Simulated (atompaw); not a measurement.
## LDA (PW92) PAW (atompaw) dataset for Ag, scalar-relativistic all-electron reference.

Input for atompaw 4.2.0.5:

```
Ag 47
LDA-PW scalarrelativistic loggrid 1500 logderivrange -9 5 351
5 5 4 0 0 0
5 0 1
5 1 0
0 0 0
c
c
c
v
v
c
c
v
v
c
v
2
1.90 1.55 1.60 1.45
n
n
y
-0.25
n
custom polynom gramschmidtortho besselshape
bessel
1.35
1.70
1.25
1.90
1.90
1.90
PWSCFOUT
UPFDX 0.0125d0 UPFXMIN -7.d0 UPFZMESH 47.d0
END
```

Command:

```bash
atompaw < Ag.input > Ag.log
```

The program printed (summary file):

```
Completed calculations for Ag (AE)

 Exchange-correlation type: LDA, Perdew-Wang correlation

 Radial integration grid is logarithmic
 r0 =   1.8425370E-04 h =   8.6599239E-03   n =      1500 rmax =   8.0000000E+01

 Scalar relativistic calculation

 AEatom converged in  32 iterations
   nz     =  47.00
   delta  =       2.923281760135E-16

 All Electron Orbital energies:
  n  l      occupancy      energy
  1  0      2.0000000E+00 -1.8594410E+03
  2  0      2.0000000E+00 -2.7384359E+02
  3  0      2.0000000E+00 -5.0167712E+01
  4  0      2.0000000E+00 -6.9880738E+00
  5  0      1.0000000E+00 -3.4639376E-01
  2  1      6.0000000E+00 -2.4579245E+02
  3  1      6.0000000E+00 -4.0954077E+01
  4  1      6.0000000E+00 -4.3120074E+00
  5  1      0.0000000E+00 -6.1926560E-02
  3  2      1.0000000E+01 -2.6377959E+01
  4  2      1.0000000E+01 -5.6316025E-01

 Total energy
   Total                    :   -10622.26885008359750

 ---
 Completed calculations for Ag (SC)

 Exchange-correlation type: LDA, Perdew-Wang correlation

 Radial integration grid is logarithmic
 r0 =   1.8425370E-04 h =   8.6599239E-03   n =      1500 rmax =   8.0000000E+01

 Scalar relativistic calculation

 SCatom converged in   2 iterations
   nz     =  47.00
   delta  =       5.027871705530E-17

 Valence Electron Orbital energies:
  n  l      occupancy      energy
   4  0      2.0000000E+00 -6.9880738E+00
   5  0      1.0000000E+00 -3.4639376E-01
   4  1      6.0000000E+00 -4.3120074E+00
   5  1      0.0000000E+00 -6.1926560E-02
   4  2      1.0000000E+01 -5.6316025E-01

 Total energy
   Total                    :   -10622.26885008172758
   Valence                  :     -547.30553327669008

 PAW parameters:
       lmax =            2
         rc =    1.9145938598237779
        irc =         1069
   rc_shape =    1.5552636970068303
    rc_vloc =    1.6100880071785260
    rc_core =    1.4511512714494641
   Vloc: truncated form - Vps(r)=A.sin(qr)/r for r<rc
   Projector type: polynomial pseudization + Gram-Schmidt ortho.
   Bessel compensation charge shape zeroed at   1.5553E+00

 Number of basis functions     6
 No.   n  nodes  l      Energy         Cp coeff         Occ
  1    4    3    0   -0.6988074E+01  0.1000000E+01  0.2000000E+01
  2    5    4    0   -0.3463938E+00 -0.9438877E+00  0.1000000E+01
  3    4    2    1   -0.4312007E+01  0.1000000E+01  0.6000000E+01
  4    5    3    1   -0.6192656E-01  0.4923866E+02  0.0000000E+00
  5    4    1    2   -0.5631602E+00  0.1000000E+01  0.1000000E+02
  6  999    2    2   -0.2500000E+00 -0.3836988E-03  0.0000000E+00

 Eigenvalues of overlap operator (in the basis of projectors):
    1        1.17639322E-01
    2        4.50984203E-01
    3        5.68988388E-01
    4        7.15518182E+00
    5        4.76141020E+01
    6        7.93761265E+04

 Orbital leakage outside PAW augmentation regions
   orb  is_core?  %out_of_sphere
   1 0    T           0.00
   2 0    T           0.00
   3 0    T           0.00
   4 0    F           0.66
   5 0    F          86.51
   2 1    T           0.00
   3 1    T           0.00
   4 1    F           2.04
   5 1    F          97.13
   3 2    T           0.00
   4 2    F          19.11

 Summary of PAW energies
   Total valence energy     :   -547.30554483223580
   Smooth energy            :    171.85455736825156
   One center               :   -719.16010220048736
   Smooth kinetic           :     78.14838091386774
   Vloc energy              :     63.99645856258559
   Smooth exch-corr         :    -23.70764173352616
   One-center xc            :   -264.54571592563047
```

The run took about 4.3 s on one core of a shared server CPU.
